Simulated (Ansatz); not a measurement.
Cost and result up the ladder for Be₃Se₂ (5 atoms). Charge 0, multiplicity 1. Geometry: r2SCAN-D4/def2-SVP.

```tsv
atom	x (Å)	y (Å)	z (Å)
Be1	-0.546	1.161	0.375
Be2	1.208	-0.017	-0.574
Be3	-0.662	-1.145	0.199
Se4	0.724	-0.153	1.529
Se5	-0.724	0.153	-1.529
```

Ansatz on 4 threads of Arm Neoverse V1 on a shared host. Times are rough, and most runs start from the orbitals of an earlier one. No level here is sound enough to serve as a yardstick. Binding counts from free atoms at the same level (Be singlet, Se triplet; other spins of the atoms weren't run), without zero-point energy or a counterpoise term.

LC-ωPBE has ω = 0.4 bohr⁻¹. Correlated methods freeze 18 core orbitals; core or outer-core shells of Se are correlated, in sets that lack core-valence functions. Another isomer (singlet) lies 1.61 eV lower at PBE0-D4/def2-TZVP; other spin states weren't run for this one.

Correlated methods converge slowly with the basis.

```
                         level  functions  wall time  binding energy per atom (eV)                        remarks
PBE-D4/def2-TZVP (with forces)        153      2.2 s                          2.62  restricted SCF unstable in HF
             LC-ωPBE/def2-TZVP        153      2.4 s                          2.27  restricted SCF unstable in HF
             PBE0-D4/def2-TZVP        153        3 s                          2.50  restricted SCF unstable in HF
           r2SCAN-D4/def2-TZVP        153      5.5 s                          2.57  restricted SCF unstable in HF
             ωB97M-V/def2-TZVP        153        9 s                          2.30  restricted SCF unstable in HF
            CCSD(T)/def2-TZVPP        153       46 s                          2.12        restricted SCF unstable
```
